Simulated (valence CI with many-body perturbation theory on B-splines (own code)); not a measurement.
## E1 transitions of Er53+

Calculated by configuration interaction combined with many-body perturbation theory (CI+MBPT): five valence electrons over a frozen Dirac-Fock core [Ne], a basis of 9 s, 9 p, 8 d, 6 f, 3 g, 1 h functions for each j, with the one-electron correlation potential Σ1, the two-electron term Σ2, the three-electron term Σ3, Breit, model QED; selected CI, second order for the rest (own B-spline code, finite nucleus).

No measured spectrum was set against this ion. As an estimate, large intervals hold to a few tenths of a per cent, small ones and those within an open d or f shell to about a per cent. Among the levels kept, up to 580 cm⁻¹ of a level comes from second order outside the variational space, and about a tenth of that is noise between levels of different J, which matters for small intervals.

Lines 1 to 50 of 214 in falling wavelength, among levels below 712.71 eV, chosen from the strongest by gf and those to the six lowest levels. Wavelengths and rates use the calculated energies. Electric multipoles are in the length gauge, E1 and E2 with the static RPA response of the core. Weak lines are less certain than strong ones. Lines between different terms over intervals too small for the method are left out, as are lines whose strength nearly cancels. The highest levels of a list are the least certain.

Levels are named by their leading jj configuration (3d3/2^4 stands for four electrons in 3d with j = 3/2), which in mixed levels can hold well under half, so a name can repeat and another be missing. Letters in brackets count levels of one name in rising energy.

```tsv
λ vac (Å)	Upper	Lower	A (s⁻¹)	S (a.u.) with core polarisation	S without
652.7	(3s^2 3p1/2 3p3/2^2) J=3/2	(3s^2 3p1/2^2 3d3/2) J=3/2	2.29e+03	1.25e-06	1.29e-06
416.5	(3s^2 3p1/2 3p3/2^2) J=5/2	(3s^2 3p1/2^2 3d3/2) J=3/2	1.29e+06	2.77e-04	2.81e-04
346.3	(3s^2 3p1/2^2 3d5/2) J=5/2	(3s^2 3p1/2 3p3/2^2) J=5/2	1.41e+06	1.74e-04	1.77e-04
285.1	(3s^2 3p1/2 3p3/2^2) J=1/2	(3s^2 3p1/2^2 3d3/2) J=3/2	9.72e+02	2.22e-08	2.43e-08
266.2	(3s^2 3p1/2^2 3d5/2) J=5/2	(3s^2 3p1/2 3p3/2^2) J=3/2	2.01e+06	1.12e-04	1.14e-04
119.0	(3s 3p1/2^2 3p3/2 3d3/2) J=5/2 [a]	(3s^2 3p1/2 3p3/2 3d3/2) J=3/2 [b]	1.51e+09	7.55e-03	7.68e-03
102.0	(3s 3p1/2^2 3p3/2 3d3/2) J=7/2	(3s^2 3p1/2 3p3/2 3d3/2) J=5/2 [b]	5.67e+09	2.38e-02	2.42e-02
95.57	(3s 3p1/2^2 3p3/2 3d3/2) J=3/2 [b]	(3s^2 3p1/2 3p3/2 3d3/2) J=3/2 [b]	4.19e+09	7.21e-03	7.33e-03
95.52	(3s 3p1/2^2 3p3/2 3d3/2) J=3/2 [b]	(3s^2 3p1/2 3p3/2 3d3/2) J=1/2 [b]	2.03e+09	3.50e-03	3.56e-03
89.72	(3s 3p1/2^2 3p3/2 3d3/2) J=3/2 [b]	(3s^2 3p1/2 3p3/2 3d3/2) J=5/2 [b]	1.21e+09	1.72e-03	1.75e-03
89.16	(3s 3p1/2^2 3p3/2 3d3/2) J=5/2 [a]	(3s^2 3p1/2 3p3/2 3d3/2) J=7/2	2.00e+09	4.20e-03	4.27e-03
89.16	(3s 3p1/2^2 3p3/2 3d5/2) J=9/2	(3s^2 3p1/2 3p3/2 3d5/2) J=9/2	8.15e+09	2.85e-02	2.90e-02
88.92	(3s 3p1/2^2 3p3/2 3d5/2) J=7/2 [a]	(3s^2 3p1/2 3p3/2 3d5/2) J=7/2 [b]	5.21e+09	1.45e-02	1.47e-02
88.87	(3s 3p1/2^2 3p3/2 3d5/2) J=7/2 [a]	(3s^2 3p1/2 3p3/2 3d5/2) J=5/2 [b]	7.66e+09	2.12e-02	2.16e-02
87.75	(3s 3p1/2^2 3p3/2 3d3/2) J=5/2 [b]	(3s^2 3p1/2 3p3/2 3d3/2) J=3/2 [b]	1.15e+09	2.31e-03	2.35e-03
87.31	(3s 3p1/2^2 3p3/2^2) J=5/2	(3s^2 3p1/2 3p3/2^2) J=5/2	7.47e+09	1.47e-02	1.50e-02
85.53	(3s 3p1/2^2 3p3/2 3d3/2) J=1/2 [b]	(3s^2 3p1/2 3p3/2 3d3/2) J=3/2 [b]	3.18e+09	1.96e-03	2.00e-03
85.49	(3s 3p1/2^2 3p3/2 3d3/2) J=1/2 [b]	(3s^2 3p1/2 3p3/2 3d3/2) J=1/2 [b]	9.31e+09	5.74e-03	5.84e-03
84.11	(3s 3p1/2^2 3p3/2 3d3/2) J=5/2 [a]	(3s^2 3p1/2 3p3/2 3d3/2) J=3/2 [a]	2.35e+09	4.14e-03	4.21e-03
83.78	(3s 3p1/2^2 3p3/2 3d3/2) J=7/2	(3s^2 3p1/2 3p3/2 3d3/2) J=7/2	1.06e+10	2.47e-02	2.51e-02
83.00	(3s 3p1/2^2 3p3/2 3d3/2) J=3/2 [a]	(3s^2 3p1/2 3p3/2 3d3/2) J=1/2 [a]	2.30e+09	2.59e-03	2.64e-03
82.98	(3s 3p1/2^2 3p3/2 3d3/2) J=3/2 [a]	(3s^2 3p1/2 3p3/2 3d3/2) J=3/2 [a]	7.48e+09	8.44e-03	8.58e-03
82.79	(3s 3p1/2^2 3p3/2 3d3/2) J=5/2 [b]	(3s^2 3p1/2 3p3/2 3d3/2) J=5/2 [b]	5.42e+09	9.10e-03	9.25e-03
82.60	(3s 3p1/2^2 3p3/2 3d3/2) J=5/2 [a]	(3s^2 3p1/2 3p3/2 3d3/2) J=5/2 [a]	1.09e+10	1.82e-02	1.85e-02
82.24	(3s 3p1/2^2 3p3/2 3d5/2) J=9/2	(3s^2 3p1/2 3p3/2 3d5/2) J=7/2 [a]	2.03e+10	5.58e-02	5.67e-02
82.06	(3s 3p1/2^2 3p3/2 3d3/2) J=1/2 [a]	(3s^2 3p1/2 3p3/2 3d3/2) J=1/2 [a]	1.30e+10	7.09e-03	7.21e-03
82.03	(3s 3p1/2^2 3p3/2 3d3/2) J=1/2 [a]	(3s^2 3p1/2 3p3/2 3d3/2) J=3/2 [a]	7.22e+09	3.94e-03	4.00e-03
81.61	(3s 3p1/2^2 3p3/2 3d5/2) J=5/2 [a]	(3s^2 3p1/2 3p3/2 3d5/2) J=5/2 [a]	1.25e+10	2.01e-02	2.04e-02
81.50	(3s 3p1/2^2 3p3/2 3d3/2) J=3/2 [a]	(3s^2 3p1/2 3p3/2 3d3/2) J=5/2 [a]	9.22e+09	9.85e-03	1.00e-02
81.15	(3s 3p1/2^2 3p3/2^2) J=5/2	(3s^2 3p1/2 3p3/2^2) J=3/2	1.19e+10	1.89e-02	1.92e-02
80.68	(3s 3p1/2 3p3/2^3) J=5/2	(3s^2 3p3/2^3) J=3/2	1.27e+10	1.98e-02	2.01e-02
80.30	(3s 3p1/2^2 3p3/2 3d5/2) J=1/2	(3s^2 3p1/2 3p3/2 3d5/2) J=3/2 [b]	2.24e+10	1.15e-02	1.17e-02
80.03	(3s 3p1/2^2 3p3/2 3d5/2) J=7/2 [b]	(3s^2 3p1/2 3p3/2 3d5/2) J=7/2 [b]	3.87e+09	7.84e-03	7.97e-03
80.00	(3s 3p1/2^2 3p3/2 3d5/2) J=7/2 [b]	(3s^2 3p1/2 3p3/2 3d5/2) J=5/2 [b]	7.39e+09	1.49e-02	1.52e-02
79.74	(3s 3p1/2^2 3p3/2 3d5/2) J=5/2 [a]	(3s^2 3p1/2 3p3/2 3d5/2) J=3/2 [a]	1.80e+10	2.70e-02	2.74e-02
79.74	(3s 3p1/2^2 3p3/2^2) J=3/2	(3s^2 3p1/2 3p3/2^2) J=1/2	4.34e+05	4.34e-07	4.47e-07
79.29	(3s 3p1/2^2 3p3/2^2) J=1/2	(3s^2 3p1/2 3p3/2^2) J=1/2	2.60e+10	1.28e-02	1.30e-02
79.06	(3s 3p1/2^2 3p3/2 3d5/2) J=3/2 [b]	(3s^2 3p1/2 3p3/2 3d5/2) J=1/2	1.09e+10	1.06e-02	1.08e-02
77.96	(3s 3p1/2^2 3p3/2 3d3/2) J=7/2	(3s^2 3p1/2 3p3/2 3d3/2) J=5/2 [a]	2.72e+09	5.08e-03	5.17e-03
77.60	(3s^2 3p1/2 3d3/2^2) J=3/2	(3s^2 3p1/2 3p3/2 3d5/2) J=1/2	5.57e+09	5.14e-03	5.22e-03
77.37	(3s 3p1/2^2 3p3/2 3d5/2) J=3/2 [b]	(3s^2 3p1/2 3p3/2 3d5/2) J=3/2 [b]	1.35e+10	1.23e-02	1.25e-02
77.09	(3s 3p1/2^2 3p3/2 3d5/2) J=3/2 [a]	(3s^2 3p1/2 3p3/2 3d5/2) J=5/2 [a]	2.04e+10	1.84e-02	1.88e-02
76.83	(3s 3p1/2^2 3p3/2 3d5/2) J=7/2 [a]	(3s^2 3p1/2 3p3/2 3d5/2) J=9/2	6.10e+09	1.09e-02	1.11e-02
75.97	(3s^2 3p1/2 3d3/2^2) J=3/2	(3s^2 3p1/2 3p3/2 3d5/2) J=3/2 [b]	7.08e+09	6.12e-03	6.22e-03
75.42	(3s 3p1/2^2 3p3/2 3d5/2) J=3/2 [a]	(3s^2 3p1/2 3p3/2 3d5/2) J=3/2 [a]	6.75e+09	5.72e-03	5.81e-03
74.14	(3s 3p1/2^2 3p3/2 3d5/2) J=5/2 [b]	(3s^2 3p1/2 3p3/2 3d5/2) J=7/2 [b]	2.88e+10	3.48e-02	3.54e-02
74.11	(3s 3p1/2^2 3p3/2 3d5/2) J=5/2 [b]	(3s^2 3p1/2 3p3/2 3d5/2) J=5/2 [b]	1.14e+10	1.37e-02	1.39e-02
73.28	(3s 3p1/2^2 3p3/2^2) J=3/2	(3s^2 3p1/2 3p3/2^2) J=5/2	2.80e+10	2.17e-02	2.21e-02
72.16	(3s^2 3p1/2 3d3/2^2) J=5/2	(3s^2 3p1/2 3p3/2 3d3/2) J=3/2 [b]	2.25e+09	2.51e-03	2.55e-03
72.08	(3s 3p1/2 3p3/2^3) J=1/2	(3s^2 3p3/2^3) J=3/2	2.55e+10	9.43e-03	9.58e-03
```
